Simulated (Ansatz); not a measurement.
Basis-set extrapolation for `B[SiH2]C(O)F` (PBE0-D4/def2-TZVP geometry, frozen core, Ansatz 0.2.0). Multiplicity 1, RHF reference.

```
                      def2-TZVPP   def2-QZVPP
                 HF  -529.344259  -529.363953
    MP2 correlation    -0.876671    -0.947372
CCSD(T) correlation    -0.954717      not run
```

Energies in hartree. Use E(X) = E(∞) + A·exp(−7.88·√X) for Hartree–Fock and E(X) = E(∞) + B·X^(−2.97) for correlation, with X = 3 and 4, and add CCSD(T) minus MP2 of the smaller set to the MP2 limit.

Question: What is the CCSD(T) energy at the basis-set limit?

Answer: HF limit: -529.363953 + (-0.019694) × 0.13774 = -529.36667. MP2 limit: -0.947372 + (-0.070701) × 0.74074 = -0.99974. Higher-order term: -0.954717 − (-0.876671) = -0.07805. Total: -530.44446 hartree, 382.0 kJ/mol below CCSD(T)/def2-TZVPP.
